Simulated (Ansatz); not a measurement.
`F[SiH2]F` + H₂Te → `F[SiH2][TeH]` + H–F at 298.15 K and 1 bar (ligand exchange at the Si–F bond).

Calculated with Ansatz (gas phase, PBE0-D4/def2-TZVP geometries, no zero-point term in ΔE). CBS: MP2 limit from def2 TZ/QZ plus the TZ coupled-cluster correction, frozen cores. This one scheme is used for every species. def2 core potentials past Kr. For Te outer-core shells are correlated without core-valence functions, which leaves a few kJ/mol of doubt a bond.

```tsv
species	CCSD(T)/CBS energy (Eh)	H − E (kJ/mol)	S (J/(mol·K))
`F[SiH2]F`	-489.99391	72.3	262.5
H₂Te	-268.91024	41.3	228.4
`F[SiH2][TeH]`	-658.47489	86.8	316.4
H–F	-100.39570	33.5	173.6
```

H − E and S are ideal-gas, rigid-rotor, harmonic terms from PBE0-D4/def2-TZVP, for one conformer and one mirror image of each species. 1 Eh = 2625.50 kJ/mol, R = 8.31446 J/(mol·K).

Question: By hand: ΔE, ΔH, ΔS and ΔG.

Answer: ΔE = (-658.47489) + (-100.39570) − (-489.99391) − (-268.91024) = 0.03356 Eh = 88.1 kJ/mol. Δ(H − E) = 86.8 + 33.5 − 72.3 − 41.3 = 6.7, so ΔH = 94.8 kJ/mol. ΔS = 316.4 + 173.6 − 262.5 − 228.4 = -0.9 J/(mol·K). ΔG = 94.8 − 298.15 × (-0.9)/1000 = 95.1 kJ/mol.

Question: By hand: the equilibrium constant, and the temperature at which ΔG would vanish if ΔH and ΔS stayed fixed.

Answer: log₁₀ K = −ΔG/(RT ln 10) = -16.7. ΔH and −TΔS have one sign here, so there is no such temperature. One of them is within its doubt of zero, so this could turn.

The number of gas molecules stays the same, so ΔS is small and ΔH decides. A doubt of 5 kJ/mol in ΔE shifts log₁₀ K by 0.9 here. Other conformers and mirror images would add mixing entropy, several J/(mol·K) or more a flexible species. These are equilibria of isolated gas molecules and say nothing of rates. Largest T1 diagnostic: 0.012 (customary marks: 0.02 for closed shells, 0.045 for open ones).
